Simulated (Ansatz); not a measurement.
The cluster Be2Cl4⁻. The state is a doublet with charge -1. Geometry B3LYP-D4/def2-SVPD; atoms count from 1.

```xyz
6

Be    1.719   -0.184    0.063
Be   -0.647    0.069   -0.024
Cl    0.678    1.731    0.268
Cl    0.328   -1.154    1.445
Cl   -2.564    0.273   -0.093
Cl    0.485   -0.736   -1.659
```

Another isomer (doublet) lies 0.34 eV lower at PBE0-D4/def2-TZVPD; other spin states weren't run for this one.

Question: Estimate the Mulliken populations from the PBE0/def2-TZVPD orbitals of Ansatz.

Answer: 
| atom | charge (e) | spin (α − β) |
| --- | --- | --- |
| Be1 | 0.01 | 0.83 |
| Be2 | 0.21 | 0.20 |
| Cl3 | -0.29 | -0.01 |
| Cl4 | -0.29 | -0.01 |
| Cl5 | -0.34 | 0.00 |
| Cl6 | -0.29 | -0.01 |
Mulliken values and Mayer orders depend strongly on the basis. With diffuse functions, as here, like atoms can get unlike values, and bond orders can come out too low or too high.

Question: Where does the spin sit?

Answer: Summed by element: Be 1.03, Cl -0.03, of 1 unpaired in all. Largest on single atoms: Be1 0.83, Be2 0.20, Cl3 -0.01.

Question: And the Mayer bond orders between bonded heavy atoms (over 0.3)?

Answer: Be1–Cl3 0.61 (2.19 Å); Be1–Cl4 0.61 (2.19 Å); Be1–Cl6 0.61 (2.19 Å); Be2–Cl3 0.47 (2.15 Å); Be2–Cl4 0.47 (2.15 Å); Be2–Cl5 1.08 (1.93 Å); Be2–Cl6 0.47 (2.15 Å). Values over 0.3 also appear between atoms too far apart for a bond (Be1–Be2 0.41 at 2.38 Å); they arise where an orbital or an unpaired electron spreads over both atoms.
